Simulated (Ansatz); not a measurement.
Consider the isomerisation: `[SiH2]1[SiH2][GeH2][GeH2][GeH2][SiH2]1` → `[SiH2]1[SiH2][GeH2][GeH2][SiH2][GeH2]1`.

Program: Ansatz. Geometries: PBE0-D4/def2-TZVP. ΔE: electronic, gas phase. CCSD(T)/CBS is the MP2 limit (def2-TZVPP, def2-QZVPP) plus CCSD(T) − MP2 in def2-TZVPP, frozen cores. Functionals use def2-TZVPP. HSE06 is defined as in plane-wave codes. For Ge outer-core shells are correlated without core-valence functions, which leaves a few kJ/mol of doubt a bond. Scalar relativity is left out up to krypton.

```
             level  ΔE (kcal/mol)  difference from CCSD(T)/CBS
         revPBE-D4            0.0                          0.2
           BLYP-D4            0.0                          0.2
            B97M-V           -0.2                          0.0
           PBE0-D4           -0.1                          0.1
        r2SCAN0-D4           -0.1                          0.1
          BHLYP-D4            0.1                          0.3
      CAM-B3LYP-D4           -0.1                          0.1
           ωB97X-V            0.0                          0.2
           ωB97M-V           -0.3                         -0.1
          PBE-QIDH           -0.1                          0.1
           r2SCANh           -0.2                          0.0
             HSE06           -0.1                          0.1
           LC-ωPBE           -0.2                          0.0
      MP2/def2-SVP            0.0                          0.2
    MP2/def2-QZVPP           -0.2                          0.0
SCS-MP2/def2-QZVPP           -0.1                          0.1
       CCSD(T)/CBS           -0.2                            0
```

Largest T1 diagnostic among the species: 0.013.

Leaving LDA and LC-ωPBE aside and taking each functional with its dispersion term where it has one, the values spread over 0.4 kcal/mol, from ωB97M-V to BHLYP-D4.
